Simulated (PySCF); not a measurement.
Working with the constants of CsC

UHF-CCSD(T) constants of CsC, ⁴Σ⁻ (quartet), unpaired electrons σ ↑, π ↑↑ (PySCF, scalar-relativistic core potentials, basis sets Cs def2-SVPD with ECP46, C def2-SVPD; masses 132.9054 and 12.0000 u):

```
ωe              : 309.9 cm⁻¹
ωexe            : 1.48 cm⁻¹
Be              : 0.18538 cm⁻¹
αe              : 0.00125 cm⁻¹
D (centrifugal) : 2.65e-07 cm⁻¹
De to Cs + C    : 1.93 eV
```

(1) Give the vibrational terms G(v) and spacings up to v = 6.

(2) How well does the Morse estimate ωe²/(4ωexe) reproduce De, and what is D0?

Correlated steps freeze 1 core orbital. Correlated levels converge slowly with the basis: in double zeta they bind strong bonds too weakly, by up to about 1 eV, and carry superposition errors of some tenths. Spin–orbit coupling is left out, which matters for elements this heavy, above all for dissociation energies. The state is the lowest determinant that a PBE0 search found; another state may lie lower at other levels.

## Answers

(1) G(v) = ωe(v+½) − ωexe(v+½)².

```
v  G(v) (cm⁻¹)  G(v) − G(v−1)  Bv (cm⁻¹)
0        154.6                    0.1848
1        461.5          306.9     0.1835
2        765.5          304.0     0.1823
3       1066.5          301.0     0.1810
4       1364.6          298.1     0.1798
5       1659.7          295.1     0.1785
6       1951.8          292.1     0.1773
```

(2) It gives 2.01 eV, 104 % of the computed De. D0 = De − G(0) = 1.93 − 0.02 = 1.91 eV.
